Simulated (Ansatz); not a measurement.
Ansatz (a program for electronic structure) input (PBE/def2-TZVPD):

Ansatz 0.2 input:
```yaml
crystal:
  periodic: [false, false, false]
  atoms:
    - {symbol: Y, position_ang: [0.27805011, 0.16573761, 0.05928043]}
    - {symbol: F, position_ang: [-1.03189510, 0.77800633, -1.29326829]}
    - {symbol: F, position_ang: [-0.17298869, -1.49620264, 1.03638641]}
basis:
  gaussian:
    orbitals: def2-TZVPD
hamiltonian:
  xc: {name: PBE}
magnetization: {spin_polarized: true, initial_magnetization: 1}
output: {forces: true}
```

End of the output:

```
mean field: 0.37 GiB planned
mean field evaluation 1: about -6471.5085 eV, gradient 4.6e1 eV
mean field evaluation 2: about -6204.3969 eV, gradient 2.6e2 eV
mean field evaluation 4: about -6477.8750 eV, gradient 6.5e0 eV
mean field evaluation 8: about -6478.0704 eV, gradient 1.2e-1 eV
mean field evaluation 16: about -6478.0678 eV, gradient 6.3e-5 eV
mean field evaluation 32: about -6478.0678 eV, gradient 5.5e-5 eV
mean field -6478.06782945 eV, -238.0646017404 hartree, gradient 5.5e-5 eV, S^2 0.750576; 3 other end points of the search recorded, 0 dependent functions left out
the calculation of the forces begins
reference -6478.06788050 eV, -238.0646036161 hartree; 15, 14 occupied and 105, 106 virtual orbitals, 730 factors
Total energy: -6478.06788050 eV, -238.0646036161 hartree
Atom 0 at     0.278050     0.165738     0.059280 Å, force     0.050160     0.029899     0.010694 eV/Å
Atom 1 at    -1.031895     0.778006    -1.293268 Å, force    -0.019997    -0.028409     0.008440 eV/Å
Atom 2 at    -0.172989    -1.496203     1.036386 Å, force    -0.030163    -0.001490    -0.019135 eV/Å
Dipole moment:     0.501923     0.299182     0.107010 e Å
```

The spin state was set by rule; other spins were not relaxed.
